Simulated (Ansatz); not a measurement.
One change: `C#C[CH](C)[SnH3]` becomes `C#CC(C)F`.

Ansatz, PBE0-D4/def2-TZVP geometries, multiplicity 1. 

Elements past krypton have def2 core potentials.

| property | `C#C[CH](C)[SnH3]` |
| --- | --- |
| HOMO–LUMO gap (PBE0/def2-TZVPP) / eV | 6.97 |
| LUMO energy (ωB97M-V/def2-TZVPP) / eV | 1.38 |
| HOMO energy (PBE0/def2-TZVPP) / eV | -7.01 |
| HOMO energy (ωB97M-V/def2-TZVPP) / eV | -9.12 |
| HOMO–LUMO gap (PBE/def2-TZVPP) / eV | 5.09 |
| HOMO–LUMO gap (B3LYP/def2-TZVPP) / eV | 6.53 |

(1) What does the change do to each property? (Best estimate.)

Answers

(1) The calculation gave: 
| property | `C#CC(C)F` | shift |
| --- | --- | --- |
| HOMO–LUMO gap (PBE0/def2-TZVPP) / eV | 8.43 | 1.46 |
| LUMO energy (ωB97M-V/def2-TZVPP) / eV | 2.38 | 1.00 |
| HOMO energy (PBE0/def2-TZVPP) / eV | -8.13 | -1.12 |
| HOMO energy (ωB97M-V/def2-TZVPP) / eV | -10.41 | -1.29 |
| HOMO–LUMO gap (PBE/def2-TZVPP) / eV | 6.10 | 1.01 |
| HOMO–LUMO gap (B3LYP/def2-TZVPP) / eV | 7.94 | 1.41 |

With PBE0 the HOMO falls by 1.12 eV and the LUMO rises by 0.35 eV, so the gap widens by about 1.47 eV. PBE moves the HOMO by -0.92 eV and ωB97M-V by -1.29 eV.

B3LYP here is the variant with VWN-RPA as its local correlation; programs differ in this.
